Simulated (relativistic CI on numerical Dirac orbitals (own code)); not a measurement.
**Transition arrays of Ru⁷⁺**

These numbers are calculated, not measured: Dirac-Coulomb-Breit CI, orbitals from a KLI potential per configuration, model QED (radiative potential, 1s self-energy scaled to tabulated hydrogen-like ionisation energies), valence Slater integrals scaled by 0.9, whole transition arrays (own radial code, finite nucleus).

CI space (outside the closed core [Ar] 3d10 4s2): 4p⁶4d, 4p⁶4f, 4p⁵4d², 4p⁶5p, 4p⁶5f. Levels of other configurations are missing.

All E1 lines from the levels of 4p⁶4d; mean and standard deviation are weighted by gf, and upper levels are sorted by their leading configuration.

```csv
Upper configuration,Lines,Σgf,Mean (eV),Mean (nm),σ (eV),Strongest line (nm)
4p⁶4f,3,0.7,43.76,28.334,0.13,28.384
4p⁵4d²,60,75.1,61.75,20.080,2.86,20.449
4p⁶5p,3,1.7,38.14,32.510,0.27,32.407
4p⁶5f,3,4.5,71.19,17.415,0.21,17.454
```

Σgf per state of the lower configuration in bins of 0.5 nm over the central range (centre: value): 17.25: 0.45, 19.25: 2.83, 19.75: 1.37, 20.25: 1.71, 20.75: 1.35, 23.75: 0.03, 24.25: 0.04, 25.25: 0.05, 25.75: 0.09.

Problem. How do configuration mixing and the scaling of the Slater integrals move the arrays?

Solution. Slater scale 0.9, no configuration mixing: 4p⁶4f 47.7 ± 0.3 eV (Σgf 11.3), 4p⁵4d² 61.5 ± 3.2 eV (Σgf 64.8), 4p⁶5p 38.1 ± 0.3 eV (Σgf 1.7), 4p⁶5f 70.5 ± 0.3 eV (Σgf 0.4); Slater scale 1: 4p⁶4f 43.3 ± 0.1 eV (Σgf 0.7), 4p⁵4d² 63.1 ± 3.1 eV (Σgf 75.6), 4p⁶5p 38.1 ± 0.3 eV (Σgf 1.6), 4p⁶5f 71.4 ± 0.2 eV (Σgf 5.9); Slater scale 0.8: 4p⁶4f 44.2 ± 0.1 eV (Σgf 0.7), 4p⁵4d² 60.4 ± 2.6 eV (Σgf 74.3), 4p⁶5p 38.1 ± 0.3 eV (Σgf 1.7), 4p⁶5f 71.0 ± 0.2 eV (Σgf 3.4). With mixing, levels are counted to their leading configuration, so an array can shrink or vanish into another, and the sums then hold other lines.
